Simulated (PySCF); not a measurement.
## Atomic charges against the basis set

Species: silole, C4H6Si.
Bonds: C1–C2 (double), C2–Si3, Si3–C4, C4–C5 (double), C1–C5. Hydrogens: H6 on C1; H7 on C2; H8, H9 on Si3; H10 on C4; H11 on C5.

PBE0 throughout (PySCF), one geometry, spherical d and f functions. Isolated species at its PBE0-D3(BJ)/def2-SVP geometry, gas phase. Atoms taken as equivalent share a column and are averaged.

Mulliken charges (e):

| basis | functions | C1/C5 | C2/C4 | Si3 | H6/H11 | H7/H10 | H8/H9 |
| --- | --- | --- | --- | --- | --- | --- | --- |
| pcSseg-0 | 61 | -0.177 | -0.766 | +1.003 | +0.241 | +0.250 | -0.049 |
| 6-31G* | 86 | -0.151 | -0.371 | +0.467 | +0.173 | +0.183 | -0.068 |
| cc-pVDZ | 104 | -0.015 | -0.157 | +0.372 | +0.013 | +0.025 | -0.052 |
| def2-SVP | 104 | -0.023 | -0.252 | +0.511 | +0.034 | +0.050 | -0.064 |
| aug-cc-pVDZ | 173 | +0.882 | -0.057 | -0.116 | -0.488 | -0.531 | +0.252 |
| 6-311+G(2d,p) | 179 | -0.036 | -0.399 | +0.560 | +0.110 | +0.110 | -0.065 |
| def2-TZVP | 197 | -0.103 | -0.264 | +0.277 | +0.120 | +0.130 | -0.022 |
| cc-pVTZ | 238 | -0.095 | -0.250 | +0.306 | +0.120 | +0.114 | -0.042 |
| IGLO-III | 244 | -0.014 | -0.395 | +0.800 | +0.085 | +0.086 | -0.162 |

IAO charges (e):

| basis | functions | C1/C5 | C2/C4 | Si3 | H6/H11 | H7/H10 | H8/H9 |
| --- | --- | --- | --- | --- | --- | --- | --- |
| pcSseg-0 | 61 | -0.137 | -0.408 | +0.607 | +0.151 | +0.161 | -0.070 |
| 6-31G* | 86 | -0.128 | -0.429 | +0.728 | +0.145 | +0.157 | -0.108 |
| cc-pVDZ | 104 | -0.133 | -0.428 | +0.721 | +0.147 | +0.158 | -0.105 |
| def2-SVP | 104 | -0.128 | -0.428 | +0.735 | +0.144 | +0.155 | -0.110 |
| aug-cc-pVDZ | 173 | -0.137 | -0.436 | +0.725 | +0.151 | +0.163 | -0.104 |
| 6-311+G(2d,p) | 179 | -0.136 | -0.444 | +0.757 | +0.151 | +0.163 | -0.112 |
| def2-TZVP | 197 | -0.135 | -0.447 | +0.766 | +0.150 | +0.162 | -0.114 |
| cc-pVTZ | 238 | -0.135 | -0.443 | +0.752 | +0.150 | +0.162 | -0.111 |
| IGLO-III | 244 | -0.136 | -0.447 | +0.766 | +0.151 | +0.163 | -0.114 |

Hirshfeld charges (e):

```csv
basis,functions,C1/C5,C2/C4,Si3,H6/H11,H7/H10,H8/H9
pcSseg-0,61,-0.038,-0.145,+0.321,+0.046,+0.043,-0.067
6-31G*,86,-0.033,-0.143,+0.290,+0.049,+0.052,-0.070
cc-pVDZ,104,-0.037,-0.142,+0.312,+0.048,+0.048,-0.073
def2-SVP,104,-0.037,-0.143,+0.319,+0.048,+0.047,-0.074
aug-cc-pVDZ,173,-0.046,-0.151,+0.325,+0.054,+0.051,-0.070
"6-311+G(2d,p)",179,-0.045,-0.149,+0.324,+0.053,+0.051,-0.071
def2-TZVP,197,-0.042,-0.148,+0.318,+0.053,+0.051,-0.072
cc-pVTZ,238,-0.041,-0.147,+0.316,+0.052,+0.050,-0.072
IGLO-III,244,-0.045,-0.147,+0.320,+0.052,+0.049,-0.069
```

ESP-fitted charges (e):

```json
{"basis": "pcSseg-0", "functions": "61", "C1/C5": "-0.056", "C2/C4": "-0.478", "Si3": "+0.617", "H6/H11": "+0.132", "H7/H10": "+0.203", "H8/H9": "-0.110"}
{"basis": "6-31G*", "functions": "86", "C1/C5": "-0.060", "C2/C4": "-0.372", "Si3": "+0.473", "H6/H11": "+0.120", "H7/H10": "+0.170", "H8/H9": "-0.095"}
{"basis": "cc-pVDZ", "functions": "104", "C1/C5": "-0.052", "C2/C4": "-0.361", "Si3": "+0.446", "H6/H11": "+0.113", "H7/H10": "+0.164", "H8/H9": "-0.086"}
{"basis": "def2-SVP", "functions": "104", "C1/C5": "-0.044", "C2/C4": "-0.383", "Si3": "+0.493", "H6/H11": "+0.110", "H7/H10": "+0.167", "H8/H9": "-0.097"}
{"basis": "aug-cc-pVDZ", "functions": "173", "C1/C5": "-0.051", "C2/C4": "-0.387", "Si3": "+0.497", "H6/H11": "+0.117", "H7/H10": "+0.171", "H8/H9": "-0.098"}
{"basis": "6-311+G(2d,p)", "functions": "179", "C1/C5": "-0.054", "C2/C4": "-0.403", "Si3": "+0.501", "H6/H11": "+0.123", "H7/H10": "+0.180", "H8/H9": "-0.097"}
{"basis": "def2-TZVP", "functions": "197", "C1/C5": "-0.052", "C2/C4": "-0.387", "Si3": "+0.490", "H6/H11": "+0.118", "H7/H10": "+0.173", "H8/H9": "-0.098"}
{"basis": "cc-pVTZ", "functions": "238", "C1/C5": "-0.051", "C2/C4": "-0.383", "Si3": "+0.494", "H6/H11": "+0.116", "H7/H10": "+0.170", "H8/H9": "-0.099"}
{"basis": "IGLO-III", "functions": "244", "C1/C5": "-0.048", "C2/C4": "-0.393", "Si3": "+0.501", "H6/H11": "+0.116", "H7/H10": "+0.174", "H8/H9": "-0.100"}
```

Task: Which scheme is steadiest as the basis changes?

Result: Largest range over the bases for any column: Hirshfeld 0.03 e, IAO 0.16 e, ESP-fitted 0.17 e, Mulliken 1.12 e. Hirshfeld charges move least and Mulliken charges most, counted in e.

Task: How much do the charges still move between the two largest bases, cc-pVTZ and IGLO-III?

Result: At most, over all atoms: Mulliken 0.494 e, IAO 0.014 e, Hirshfeld 0.004 e, ESP-fitted 0.011 e.

Task: What do the same runs give for the total energy, the frontier levels and the dipole moment?

Result: 
| basis | energy (Eh) | HOMO (eV) | LUMO (eV) | μ (D) |
| --- | --- | --- | --- | --- |
| pcSseg-0 | -444.4815 | -6.92 | -1.51 | 0.37 |
| 6-31G* | -445.1464 | -6.55 | -1.26 | 0.68 |
| cc-pVDZ | -445.1756 | -6.70 | -1.40 | 0.62 |
| def2-SVP | -444.9670 | -6.80 | -1.50 | 0.58 |
| aug-cc-pVDZ | -445.1838 | -6.81 | -1.58 | 0.63 |
| 6-311+G(2d,p) | -445.2197 | -6.82 | -1.61 | 0.66 |
| def2-TZVP | -445.2337 | -6.81 | -1.59 | 0.69 |
| cc-pVTZ | -445.2321 | -6.79 | -1.55 | 0.67 |
| IGLO-III | -445.2378 | -6.82 | -1.61 | 0.65 |

The dipole is fixed by the density alone, so its range of 0.32 D shows that the density itself changes with the basis, not only its division among atoms.
